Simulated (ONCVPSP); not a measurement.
**Li (Z = 3): variants of one ONCV potential**

Base potential:

| Quantity | Value |
| --- | --- |
| Element | lithium |
| Generator | ONCVPSP 4.0.1 |
| Type | optimised norm-conserving Vanderbilt (ONCV) |
| Functional | PBE |
| Relativity | scalar-relativistic |
| Frozen core | none |
| Valence charge | 3 |
| Reference configuration | 1s2 2p1 |
| Partial waves | 1s: rc 0.60 bohr, ncon 3, nbas 7, qcut 25.7 1/bohr, 2 projectors, debl 2.1 Ha; 2p: rc 4.00 bohr, ncon 5, nbas 9, qcut 1.9 1/bohr, 2 projectors, debl 0.6 Ha; d scattering state at 0.02 Ha: rc 3.05 bohr, ncon 4, nbas 7, qcut 3.5 1/bohr, 2 projectors, debl 2.7 Ha |
| Local potential | polynomial inside 0.55 bohr (lpopt 5, dvloc0 2 Ha) |
| Core correction | none |

Cutoffs, loose and tight: the cutoffs (Ha) at which the residual kinetic energy of the hardest occupied pseudo-wave falls to 1 and 0.1 mHa per electron. They do not see the model core or the augmentation charge, which bear on the density cutoff. Test errors are all-electron minus pseudo excitation energies from the reference, over the configurations 1s2 2s1 2p0; 1s2 2p0; 1s2 2s0.5 2p0; 1s1 2s1 2p0. A dash means not determined; rows that change the core or the reference have their own tests. The largest error is taken over the tests solved by every variant that gives reliable tests at all: 1s2 2p0; 1s2 2s0.5 2p0; 1s2 2s1 2p0.

A true bound ghost makes a file unfit for plane-wave use even where its test errors are small: the radial tests pick states by their node count and pass the ghost by.

| change | outcome | cutoff, loose | cutoff, tight | bound ghosts | GHOST(+) flags above zero | largest test error (meV) |
| --- | --- | --- | --- | --- | --- | --- |
| base | generated | 150 Ha | 191 Ha | p | none | +28 |
| all radii scaled by about 0.79 (s 0.48, p 3.14, d 2.40 bohr); local potential polynomial inside 0.44 bohr (lpopt 5, dvloc0 2 Ha) | generated | 178 Ha | 227 Ha | p | d | +4.0 |
| all radii scaled by about 0.90 (s 0.54, p 3.62, d 2.76 bohr); local potential polynomial inside 0.50 bohr (lpopt 5, dvloc0 2 Ha) | generated | 163 Ha | 209 Ha | p, s | none | +19 |
| all radii scaled by about 1.04 (s 0.62, p 4.16, d 3.16 bohr); local potential polynomial inside 0.58 bohr (lpopt 5, dvloc0 2 Ha) | generated | 145 Ha | 184 Ha | p | none | +30 |
| all radii scaled by about 1.11 (s 0.66, p 4.46, d 3.40 bohr); local potential polynomial inside 0.62 bohr (lpopt 5, dvloc0 2 Ha) | generated | 137 Ha | 176 Ha | p | none | +35 |
| all radii scaled by about 1.24 (s 0.74, p 4.98, d 3.80 bohr); local potential polynomial inside 0.68 bohr (lpopt 5, dvloc0 2 Ha) | generated | 115 Ha | 146 Ha | p | none | +43 |
| all radii scaled by about 1.31 (s 0.78, p 5.24, d 4.00 bohr); local potential polynomial inside 0.72 bohr (lpopt 5, dvloc0 2 Ha) | generated | 109 Ha | 138 Ha | p | none | +47 |

Problem. What comes out with this change to the base: all radii scaled by about 0.94 (s 0.56, p 3.76, d 2.88 bohr); local potential polynomial inside 0.52 bohr (lpopt 5, dvloc0 2 Ha)?

Solution. outcome: generated; cutoff, loose: 159 Ha; cutoff, tight: 204 Ha; bound ghosts: p, s; GHOST(+) flags above zero: none; largest test error (meV): +22.

Reading the sweep of the scale of all radii (base = 1) (base included, trends over the rows without a ghost): Bound ghosts are found at 0.79, 0.9, 0.94, 1, 1.04, 1.11, 1.24, 1.31. Every judged row has one, so this setting neither creates nor removes them.
